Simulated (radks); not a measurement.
Problem. The mean radii <r> (bohr) of the occupied orbitals of an atom or ion are listed with their occupations. All-electron calculation, scalar-relativistic Kohn-Sham, BLYP, spin-polarised, spherical densities, finite nucleus; Fermi nuclear charge, rms radius of each element as measured or else 0.836 A^(1/3) + 0.57 fm. Program: a radial shooting solver on a logarithmic mesh with Libxc functionals.

| orbital | occ. | <r> |
|---|---|---|
| 1s down | 1 | 0.06959 |
| 1s up | 1 | 0.06959 |
| 2s up | 1 | 0.3252 |
| 2s down | 1 | 0.3249 |
| 2p up | 3 | 0.2901 |
| 2p down | 3 | 0.2898 |
| 3s up | 1 | 1.007 |
| 3s down | 1 | 1.008 |
| 3p up | 3 | 1.086 |
| 3p down | 3 | 1.089 |
| 3d up | 2 | 1.583 |
| 4s up | 1 | 3.461 |
| 4s down | 1 | 3.589 |

Name the element and its charge. Open shells, if any, are filled with parallel spins first.

Solution. Z = 22, titanium, charge 0: Ti in [Ar] 3d2 4s2. The 1s radius gives Z: for a bare nucleus <r> = (2 gamma + 1)/(2Z) with gamma = sqrt(1 - (Z/c)^2), 0.06759 bohr for Z = 22, and screening makes it slightly larger (0.06959 here). The occupations add up to 22, and the charge is Z minus that.
